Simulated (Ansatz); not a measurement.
Molecule: GeS, net charge 0, singlet state. 
Geometry from a B3LYP-D3(BJ)/def2-TZVP (Ansatz, an electronic-structure program) optimisation:
```
Ge
S 1 2.0285
```
Charge 0, spin multiplicity 1.

Computed values are from Ansatz. Valence correlation only, unless marked. Open shells are spin-unrestricted. Spin-orbit coupling is left out. The frozen core is the preceding noble-gas configuration, with the filled d and f shells of earlier blocks. Non-relativistic. CBS marks a two-point X^-3 extrapolation of the correlation energy; Hartree-Fock from the larger set.

```
Item                                                                                                                 Result
-------------------------------------------------------------------  ------------------------------------------------------
atomisation energy De                                                132.3 kcal/mol at CCSD(T)/CBS(def2-TZVPPD,def2-QZVPPD)
vertical ionisation energy (to the doublet)                                10.30 eV at CCSD(T)/CBS(def2-TZVPPD,def2-QZVPPD)
vertical electron affinity (to the doublet; negative means unbound)         0.49 eV at CCSD(T)/CBS(def2-TZVPPD,def2-QZVPPD)
total energy                                                          -2473.3212 Eh at CCSD(T)/CBS(def2-TZVPPD,def2-QZVPPD)
dipole moment                                                                                   1.98 D at CCSD(T)/def2-SVPD
T1 diagnostic                                                                                     0.023 at CCSD/def2-QZVPPD
```
